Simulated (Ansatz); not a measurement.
Cost and result for the atomization energy of H6S2Si2 (`[SiH3]S[SiH2]S`) (10 atoms, 9 bonds).

```xyz
10

Si    1.384   -0.097    1.031
S    -0.119   -1.582    0.708
Si   -1.409   -0.414   -0.528
S    -0.470    0.467   -2.233
H     2.053   -0.433    2.311
H     2.378   -0.082   -0.068
H     0.750    1.246    1.127
H    -2.423   -1.362   -1.042
H    -2.025    0.672    0.270
H    -0.119    1.586   -1.577
```

The species carries charge 0 and has multiplicity 1. The geometry is a stationary point of PBE0-D4/def2-TZVP. It is one conformer, not always the lowest. Program: Ansatz. All runs use 4 threads of an Intel Xeon Platinum 8559C on a shared host. Times are those of one run each, without the atoms' runs, and a repeat can differ threefold. Electronic energies, without spin–orbit coupling; frozen cores. CCSD(T)/CBS adds CCSD(T) − MP2 in def2-TZVPP to the MP2 limit, and its time is that of the two runs behind it. T1 = 0.012. B3LYP takes the VWN-RPA correlation (the form of Gaussian; ORCA's B3LYP/G).

CCSD(T)/CBS is a level of theory with its own doubt, some kJ/mol a heavy atom from the limit and from the frozen cores, so smaller differences don't rank the functionals.

| level | functions | wall time |
| --- | --- | --- |
| PBE-D4/def2-TZVPP (with forces) | 252 | 1.7 s |
| PBE0-D4/def2-TZVPP | 252 | 2.4 s |
| r2SCAN-D4/def2-TZVPP (with forces) | 252 | 2.9 s |
| B3LYP-D4/def2-TZVPP (with forces) | 252 | 3.5 s |
| B2PLYP/def2-TZVPP | 252 | 3.8 s |
| ωB97X-V/def2-TZVPP | 252 | 4.9 s |
| ωB97M-V/def2-TZVPP (with forces) | 252 | 8 s |
| MP2/def2-QZVPP | 460 | 17 s |
| CCSD(T)/def2-TZVPP | 252 | 48 s |
| CCSD(T)/CBS(def2) | – | 65 s |

Task: What atomization energy does each give, and how far from CCSD(T)/CBS? (Best estimate.)

Result: The calculation gave: 
| level | atomization (kcal/mol) | difference from CCSD(T)/CBS | per bond |
| --- | --- | --- | --- |
| PBE-D4/def2-TZVPP (with forces) | 711.7 | -5.9 | -0.7 |
| PBE0-D4/def2-TZVPP | 709.0 | -8.6 | -1.0 |
| r2SCAN-D4/def2-TZVPP (with forces) | 717.6 | 0.0 | 0.0 |
| B3LYP-D4/def2-TZVPP (with forces) | 711.8 | -5.8 | -0.6 |
| B2PLYP/def2-TZVPP | 700.7 | -16.9 | -1.9 |
| ωB97X-V/def2-TZVPP | 723.9 | 6.3 | 0.7 |
| ωB97M-V/def2-TZVPP (with forces) | 720.2 | 2.6 | 0.3 |
| MP2/def2-QZVPP | 708.9 | -8.7 | -1.0 |
| CCSD(T)/def2-TZVPP | 694.8 | -22.8 | -2.5 |
| CCSD(T)/CBS(def2) | 717.6 | 0.0 | 0.0 |

From PBE to PBE0 (25 % exact exchange), in def2-TZVPP and without D4, the atomization energy moves by −1.7 kcal/mol: exact exchange takes away binding that semilocal exchange gives to molecules. In def2-TZVPP, CCSD(T) changes the Hartree–Fock value by +164.7 kcal/mol (the triples alone add +9.5 kcal/mol) and MP2 by +165.3 kcal/mol; breaking electron pairs costs correlation energy, which Hartree–Fock lacks. The D4 term adds +12.0 kcal/mol with B3LYP and +6.3 kcal/mol with PBE0; it sums over pairs of atoms, weighted by their polarisabilities, and B3LYP, whose exchange is more repulsive, gets the larger term.
